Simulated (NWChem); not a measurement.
Molecule: C₂H₄AlNO₂; SMILES [CH3][Al]([OH])[N]=C=O

```xyz
10

Al     0.0487    -0.9069     0.0000
C     -1.5887    -1.9321     0.0000
H     -1.3864    -3.0138     0.0000
H     -2.2041    -1.6987    -0.8842
H     -2.2041    -1.6987     0.8842
N      0.0354     0.8805     0.0000
C     -0.0058     2.0802     0.0000
O     -0.0435     3.2492     0.0000
O      1.5520    -1.6960     0.0000
H      2.4135    -1.2766     0.0000
```
Atoms are numbered in this order, from 1.

Computed with NWChem. Medium grid unless said otherwise, to which SCAN and Minnesota functionals are sensitive. Geometry: optimised at PBE0/def2-SVP. Hybrids' shares of exact exchange are those that their runs print; pure functionals count as 0. The functionals differ in more than this share.

```csv
row,share of exact exchange,orbital gap (eV)
PBE/def2-SVP,0.00,5.72
MN15-L/def2-SVP,0.00,6.66
B3LYP/def2-SVP,0.20,7.47
B3PW91/def2-SVP,0.20,7.61
PBE0/def2-SVP,0.25,7.99
MN15/def2-SVP,0.44,9.13
BHandHLYP/def2-SVP,0.50,withheld
```

**Question.** Fit a straight line of the last column on the one before it, predict the withheld value, and compare with the run.

**Answer.** 
1. Means of the 6 shown rows: x = 0.182, y = 7.430. Slope Σ(x − x̄)(y − ȳ)/Σ(x − x̄)² = 0.9320/0.1381 = 6.750; intercept 6.204.
2. The shown rows scatter about the line by 0.278 (root mean square); the largest residual is -0.48, at PBE/def2-SVP.
3. At x = 0.50 (BHandHLYP/def2-SVP; beyond the shown range) the line gives 9.58.
4. The run gives 10.11, +0.53 from the line, 1.9 times the scatter.
